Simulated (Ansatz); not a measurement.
Consider the cleavage of the Si–Sb bond: `N[SiH2][SbH2]` + `N[Si](O)(F)F` → `N[SiH2]O[Si](N)(F)F` + `[SbH3]`.

Isolated molecules relaxed with PBE0-D4/def2-TZVP in Ansatz; ΔE leaves out vibrations. CCSD(T)/CBS is the MP2 limit (def2-TZVPP, def2-QZVPP) plus CCSD(T) − MP2 in def2-TZVPP, frozen cores. Functionals use def2-TZVPP. B3LYP here is the variant with VWN-RPA as its local correlation; programs differ in this. Elements past krypton have def2 core potentials. For Sb outer-core shells are correlated without core-valence functions, which leaves a few kJ/mol of doubt a bond. Each species was taken in one conformer, which may not be the lowest.

(1) Is it downhill or uphill in electronic energy at CCSD(T)/CBS, and by how much? (An estimate is asked.)

(2) What do these levels give: PBE0-D4, B3LYP-D4, ωB97X-V, r2SCAN, PBE0, B3LYP, MP2/def2-TZVPP, SCS-MP2/def2-TZVPP, CCSD/def2-TZVPP, CCSD(T)/def2-TZVPP, SCS-MP2/def2-QZVPP, CCSD/CBS(def2)? (An estimate is asked.)

Largest T1 diagnostic among the species: 0.014.

Results:

(1) The calculation gave: Downhill: ΔE = -23.3 kcal/mol.

(2) The calculation gave: PBE0-D4 -21.3, B3LYP-D4 -25.1, ωB97X-V -24.6, r2SCAN -23.2, PBE0 -20.6, B3LYP -24.1, MP2/def2-TZVPP -23.8, SCS-MP2/def2-TZVPP -25.2, CCSD/def2-TZVPP -25.4, CCSD(T)/def2-TZVPP -24.8, SCS-MP2/def2-QZVPP -24.6, CCSD/CBS(def2) -23.9 kcal/mol.

The D4 term adds −1.0 kcal/mol with B3LYP and −0.7 kcal/mol with PBE0; it sums over pairs of atoms, weighted by their polarisabilities, and B3LYP, whose exchange is more repulsive, gets the larger term. From PBE to PBE0 (25 % exact exchange), in def2-TZVPP and without D4, ΔE moves by −1.6 kcal/mol. In def2-TZVPP, CCSD(T) changes the Hartree–Fock value by +4.0 kcal/mol (the triples alone add +0.6 kcal/mol) and MP2 by +5.0 kcal/mol.
